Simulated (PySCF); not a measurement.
C2H7ClO2Si, SMILES C([Si@@H](Cl)O)CO. Atoms are numbered in the order given.

```xyz
13

O     -2.2568     0.4077    -0.2589
C     -2.0742    -0.8899     0.2907
C     -0.6366    -1.1237     0.7689
Si     0.6200    -0.3597    -0.4050
O      2.0716    -1.1309    -0.0786
Cl     0.8170     1.6864     0.0487
H     -1.9460     1.0585     0.3998
H     -2.3151    -1.5957    -0.5319
H     -2.8016    -1.1013     1.1123
H     -0.4600    -0.6581     1.7638
H     -0.4116    -2.2053     0.8878
H      0.2731    -0.4501    -1.8596
H      2.8382    -0.8138    -0.5874
```

Geometry: PBE-D3(BJ)/def2-SVP. The structure was generated by enumeration; whether it is a known compound was not checked. Other conformers were not sampled.

These are KT2/pcSseg-1 run with PySCF values and carry that method's errors.

GIAO shieldings, no solvent; atoms listed in one row are averaged. δ = σ(ref) − σ: ¹⁷O against H2O (σ = 330.4 ppm); ¹³C against TMS (σ = 185.1 ppm); ²⁹Si against TMS (σ = 361.9 ppm); ³⁵Cl against HCl (σ = 945.4 ppm); ¹H against TMS (σ = 31.47 ppm), references at their B3LYP-D3(BJ)/def2-TZVP geometries, non-relativistic (without spin–orbit terms, shifts of atoms bonded to Cl or Br come out too high).

```json
[
 {"nucleus": "¹⁷O", "atoms": "O1", "count": "1", "δ (ppm)": "82.7"},
 {"nucleus": "¹⁷O", "atoms": "O5", "count": "1", "δ (ppm)": "80.3"},
 {"nucleus": "¹³C", "atoms": "C2", "count": "1", "δ (ppm)": "66.6"},
 {"nucleus": "¹³C", "atoms": "C3", "count": "1", "δ (ppm)": "31.9"},
 {"nucleus": "²⁹Si", "atoms": "Si4", "count": "1", "δ (ppm)": "17.9"},
 {"nucleus": "³⁵Cl", "atoms": "Cl6", "count": "1", "δ (ppm)": "116.4"},
 {"nucleus": "¹H", "atoms": "H12", "count": "1", "δ (ppm)": "6.36"},
 {"nucleus": "¹H", "atoms": "H9", "count": "1", "δ (ppm)": "4.76"},
 {"nucleus": "¹H", "atoms": "H8", "count": "1", "δ (ppm)": "4.30"},
 {"nucleus": "¹H", "atoms": "H13", "count": "1", "δ (ppm)": "2.29"},
 {"nucleus": "¹H", "atoms": "H10, H11", "count": "2", "δ (ppm)": "2.00"},
 {"nucleus": "¹H", "atoms": "H7", "count": "1", "δ (ppm)": "0.70"}
]
```
